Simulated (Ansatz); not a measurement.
Job for Ansatz (a program for electronic structure): R-B3LYP/def2-TZVPP on C3H4Br2 (SMILES C/C(Br)=C\Br), atoms moved off the minimum.

Ansatz 0.2 input:
```yaml
crystal:
  periodic: [false, false, false]
  atoms:
    - {symbol: C, position_ang: [-1.65952860, -0.67152255, 0.59592530]}
    - {symbol: C, position_ang: [-0.59102744, 0.30165912, -0.06604082]}
    - {symbol: Br, position_ang: [-0.79528007, 2.01105819, 0.12833109]}
    - {symbol: C, position_ang: [0.63778677, -0.36269409, -0.20028461]}
    - {symbol: Br, position_ang: [1.24479601, -1.97131210, -0.17359969]}
    - {symbol: H, position_ang: [-1.95633185, -0.31698563, 1.56312108]}
    - {symbol: H, position_ang: [-1.53558077, -1.60603887, 0.65925905]}
    - {symbol: H, position_ang: [-2.71337741, -0.25253128, 0.07734255]}
    - {symbol: H, position_ang: [1.49948108, 0.37019147, -0.52466039]}
basis:
  gaussian:
    orbitals: def2-TZVPP
hamiltonian:
  xc: {name: B3LYP}
scf: {lower_state_search: off}
output: {forces: true}
```

Give the final energy of this run.

-5265.0248 hartree.
